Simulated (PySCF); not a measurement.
From one molecule to another.

First species: C5H13NO3Si.
Numbering: `[CH3:1][CH2:2][O:3][Si:4]1([NH2:5])[O:6][CH2:7][CH2:8][CH2:9][O:10]1` (hydrogens: H11, H12, H13 on C1; H14, H15 on C2; H16, H17 on N5; H18, H19 on C7; H20, H21 on C8; H22, H23 on C9)

Second species: C7H11OPS.
SMILES: `CC(C)[P@@H](=O)c1cccs1`

Levels: PBE0/pcSseg-1 for HOMO energy, LUMO energy and HOMO–LUMO gap. Geometries: GFN2-xTB. All species are isolated and taken at one optimised geometry, non-relativistic unless stated. Electronic properties by PySCF.

Dipoles, sizes and rotational constants follow the conformer. The torsions of the flexible species, by atom-mapped SMILES:
- `[CH3:1][CH:2]([CH3:3])[P@@H:4](=[O:5])[c:6]1[cH:7][cH:8][cH:9][s:10]1`: C1–C2–P4–O5 59°, C2–P4–C6–C7 -112°

The conformers of `CCO[Si]1(N)OCCCO1` aren't listed.

Values for the first species:

```
HOMO energy   : -7.50 eV
LUMO energy   : 1.34 eV
HOMO–LUMO gap : 8.84 eV
```

Q: Estimate the same properties for the second species, and the change in each.

A: 
```csv
property,first,second,second less first
HOMO energy,-7.50 eV,-7.30 eV,+0.20 eV
LUMO energy,1.34 eV,-1.15 eV,-2.49 eV
HOMO–LUMO gap,8.84 eV,6.15 eV,-2.69 eV
```

